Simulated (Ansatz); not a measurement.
`[F][Zn][BH][SiH3]` + H–F → `FB[SiH3]` + `[F][ZnH]` at 400 K and 1 bar (cleavage of the B–Zn bond).

Program: Ansatz. Geometries: PBE0-D4/def2-TZVP. ΔE: electronic, gas phase. CCSD(T)/CBS is the MP2 limit (def2-TZVPP, def2-QZVPP) plus CCSD(T) − MP2 in def2-TZVPP, frozen cores. This one scheme is used for every species. For Zn outer-core shells are correlated without core-valence functions, which leaves a few kJ/mol of doubt a bond. Scalar relativity is left out up to krypton. Each species was taken in one conformer, which may not be the lowest.

```json
{"species": "`[F][Zn][BH][SiH3]`", "CCSD(T)/CBS energy (Eh)": "-2194.43736", "H − E (kJ/mol)": "132.1", "S (J/(mol·K))": "387.4"}
{"species": "H–F", "CCSD(T)/CBS energy (Eh)": "-100.39570", "H − E (kJ/mol)": "36.5", "S (J/(mol·K))": "182.2"}
{"species": "`FB[SiH3]`", "CCSD(T)/CBS energy (Eh)": "-416.08982", "H − E (kJ/mol)": "126.4", "S (J/(mol·K))": "321.1"}
{"species": "`[F][ZnH]`", "CCSD(T)/CBS energy (Eh)": "-1878.79355", "H − E (kJ/mol)": "36.6", "S (J/(mol·K))": "246.9"}
```

H − E and S are ideal-gas, rigid-rotor, harmonic terms from PBE0-D4/def2-TZVP, for one conformer and one mirror image of each species. 1 Eh = 2625.50 kJ/mol, R = 8.31446 J/(mol·K).

Question: By hand: ΔE, ΔH, ΔS and ΔG.

Answer: ΔE = (-416.08982) + (-1878.79355) − (-2194.43736) − (-100.39570) = -0.05031 Eh = -132.1 kJ/mol. Δ(H − E) = 126.4 + 36.6 − 132.1 − 36.5 = -5.6, so ΔH = -137.7 kJ/mol. ΔS = 321.1 + 246.9 − 387.4 − 182.2 = -1.6 J/(mol·K). ΔG = -137.7 − 400 × (-1.6)/1000 = -137.1 kJ/mol.

Question: By hand: the equilibrium constant, and the temperature at which ΔG would vanish if ΔH and ΔS stayed fixed.

Answer: log₁₀ K = −ΔG/(RT ln 10) = 17.9. ΔG = 0 at ΔH/ΔS = 86062 K, far beyond where these terms or the molecules hold.

The number of gas molecules stays the same, so ΔS is small and ΔH decides. A doubt of 5 kJ/mol in ΔE shifts log₁₀ K by 0.7 here. Other conformers and mirror images would add mixing entropy, several J/(mol·K) or more a flexible species. Modes under 60 cm⁻¹, often nearly free rotors, make the harmonic entropy too high. These are equilibria of isolated gas molecules and say nothing of rates. Largest T1 diagnostic: 0.018 (customary marks: 0.02 for closed shells, 0.045 for open ones).
